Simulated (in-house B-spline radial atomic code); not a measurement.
Configurations of the zinc ion Zn²⁺, with energies counted from [Ar] 3d10. Level of theory: non-relativistic CAM-B3LYP, spin-polarised, spherical fractional occupations, point nucleus; calculated with a B-spline radial code for spherical atoms. Caution: exact exchange at fractional occupations of open shells leaves self-interaction of up to several eV. Shells without spins written out take the highest spin.

Occupations are held fixed; configurations that lie above the ionisation limit could autoionise.

| configuration | E - E(ref) (eV) | highest orbital | its <r> (bohr) |
| --- | --- | --- | --- |
| [Ar] 3d9 4p1 | 23.126 | 4p up | 2.595 |
| [Ar] 3d9 4f1 | 37.472 | 4f up | 6.258 |
| [Ne] 3s2 3p5 3d10 4s1 | 87.852 | 4s up | 2.15 |
| [Ne] 3s2 3p(3 up, 2 down) 3d10 4s(0 up, 1 down) | 87.975 | 4s down | 2.158 |
| [Ne] 3s2 3p(3 up, 2 down) 3d10 4f(1 up, 0 down) | 111.55 | 4f up | 6.253 |

**Question.** Order these further configurations by energy, lowest first.
A. [Ar] 3d9 4s1
B. [Ar] 3d(5 up, 4 down) 4d(0 up, 1 down)
C. [Ar] 3d9 4d1
D. [Ne] 3s2 3p5 3d10 4d1
E. [Ne] 3s2 3p(2 up, 3 down) 3d10 4d(1 up, 0 down)

**Answer.** A (13.868 eV), C (32.571 eV), B (32.628 eV), D (106.62 eV), E (106.67 eV).

**Question.** How far above the reference does [Ne] 3s2 3p5 3d10 4p1 lie?

**Answer.** 97.141 eV; its least bound orbital is 4p up with <r> = 2.588 bohr.
